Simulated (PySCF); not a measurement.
**`C[C@H](F)CCN(C)C`, C6H14FN**

Geometry (Å), atoms numbered from 1 in this order:
```xyz
22

C     3.016    0.498    0.459
C     1.684   -0.236    0.442
F     1.930   -1.589    0.631
C     0.923   -0.060   -0.868
C    -0.481   -0.661   -0.778
N    -1.284   -0.010    0.245
C    -1.825    1.256   -0.203
C    -2.336   -0.874    0.737
H     3.630    0.176   -0.378
H     2.850    1.569    0.390
H     3.547    0.281    1.383
H     1.049    0.068    1.283
H     0.875    1.003   -1.101
H     1.472   -0.562   -1.667
H    -0.376   -1.714   -0.506
H    -0.966   -0.613   -1.769
H    -2.342    1.735    0.627
H    -2.535    1.141   -1.038
H    -1.017    1.909   -0.525
H    -2.873   -0.361    1.534
H    -1.894   -1.781    1.147
H    -3.059   -1.156   -0.045
```

Theory: GIAO BHandHLYP/pcSseg-1 magnetisability, rotational g tensor and spin-rotation constants, non-relativistic, gas phase in PySCF 2.14.0. Geometry: GFN2-xTB.

**Question.** How diamagnetic is it, and how anisotropic?

**Answer.** Isotropic -1458 × 10⁻³⁰ J/T², or -87.8 × 10⁻⁶ cm³/mol; principal values -1522, -1463, -1391 × 10⁻³⁰ J/T², anisotropy 114 × 10⁻³⁰ J/T² (root of half the summed squared differences of the principal values). The susceptibility is in cgs units.

**Question.** Split it along the inertial axes a, b, c into diamagnetic and paramagnetic parts about the centre of mass, with the quadrupole moment.

**Answer.** 
| axis | χ (10⁻⁶ cm³/mol) | diamagnetic (10⁻⁶ cm³/mol) | paramagnetic (10⁻⁶ cm³/mol) | summed x² of all electrons (Å²) | quadrupole Θ (D Å) |
| --- | --- | --- | --- | --- | --- |
| a | -87.8 | -481.3 | 393.5 | 258.6 | +0.21 |
| b | -91.5 | -1271.9 | 1180.4 | 72.2 | -0.87 |
| c | -84.2 | -1403.3 | 1319.2 | 41.2 | +0.66 |

Anisotropies 2χaa − χbb − χcc = -0.1 and 2χbb − χaa − χcc = -10.9 × 10⁻⁶ cm³/mol. Θ is traceless in Buckingham's convention.

**Question.** And the rotational g tensor?

**Answer.** 
```csv
axis,rotational constant (GHz),g,nuclear part,electronic part
a,3.4701,-0.0059,0.6355,-0.6415
b,1.0725,+0.0003,0.5950,-0.5947
c,0.9586,-0.0034,0.5907,-0.5941
```
Asymmetric top; isotopes 12C, 19F, 1H, 14N; no vibrational averaging.
